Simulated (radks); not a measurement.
Problem. These are the eigenvalues of the occupied orbitals of an atom or ion with whole-number occupations (eV). All-electron calculation, Dirac Kohn-Sham, BLYP, spin-unpolarised, spherical densities, point nucleus. Program: a radial shooting solver on a logarithmic mesh with Libxc functionals.

orbital  eigenvalue
1s1/2     -71577.60
2s1/2     -12407.19
2p1/2     -11871.30
2p3/2     -10431.00
3s1/2     -2877.529
3p1/2     -2638.597
3p3/2     -2325.831
3d3/2     -1924.982
3d5/2     -1857.097
4s1/2     -605.8826
4p1/2     -506.2625
4p3/2     -433.2491
4d3/2     -269.8344
4d5/2     -256.3486
5s1/2      -92.2881
5p1/2      -62.2079
5p3/2      -51.2317
4f5/2      -50.6803
4f7/2      -48.1689
5d3/2      -13.1435
6s1/2      -12.5806
5d5/2      -12.2312

Which element is it, and in what charge state? The configuration may be excited. Open shells, if any, fill j = l - 1/2 first.

Solution. Z = 75, rhenium, charge +1: Re+ in [Xe] 4f14 5d5 6s1. The list shows which subshells hold electrons but not how many an open one holds; the 1s level, -2630.4 hartree, gives Z - s = 72.5 by -(Z - s)^2/2, which with screening and relativity narrows Z to a few neighbours, and the depths of the outer levels then fix element, charge and occupations together.
